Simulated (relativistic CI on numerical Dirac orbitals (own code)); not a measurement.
# Tc25+: q coefficients and field-shift factors

Calculated at this level of theory: Dirac-Coulomb-Breit CI, KLI orbitals optimised for each configuration, derivatives by finite differences, unscaled Slater integrals, QED left out (own radial code, finite nucleus).

Configurations in the expansion (outside the closed core [Ne]): 3s²3p⁶, 3s²3p⁵3d, 3s3p⁶3d, 3p⁶3d², 3p⁵3d³. Double excitations out of closed p, d and f shells are left out; levels of such configurations are missing from the list, as are those of other unlisted configurations, and high levels can miss mixing partners.

With x = (α/α₀)² − 1 an excitation energy changes as ω = ω₀ + qx; K = 2q/ω₀ is the relative enhancement. Terms are leading LS components, so labels can repeat. The field-shift factor is F = δν/δ⟨r²⟩ for the transition from the lowest level.

Lowest level 3s²3p⁶ ¹S0.

```tsv
Level	ω₀ (cm⁻¹)	q (cm⁻¹)	K	F (GHz/fm²)
3s²3p⁵3d ³P°0	922443	14440	0.0313	1.59
3s²3p⁵3d ³P°1	945604	26440	0.0559	1.57
3s²3p⁵3d ³F°3	987260	18410	0.0373	1.61
3s²3p⁵3d ³P°2	990229	39330	0.0794	1.6
3s²3p⁵3d ³F°4	1002765	56110	0.112	1.88
3s²3p⁵3d ¹D°2	1024563	50160	0.0979	1.67
3s²3p⁵3d ³D°3	1072655	56530	0.105	1.96
3s²3p⁵3d ³D°1	1136064	111700	0.197	0.682
3s²3p⁵3d ³F°2	1186467	224500	0.378	-1.5
3s²3p⁵3d ³D°2	1237322	262900	0.425	-1.17
3s²3p⁵3d ¹F°3	1253041	270300	0.431	-1.3
3s²3p⁵3d ¹P°1	1433221	171200	0.239	-0.0283
3s3p⁶3d ³D1	1976951	277700	0.281	-231
```

At this charge energies of transitions that change n are usually good to better than 1 %, and those within a shell (Δn = 0) to a few per cent.
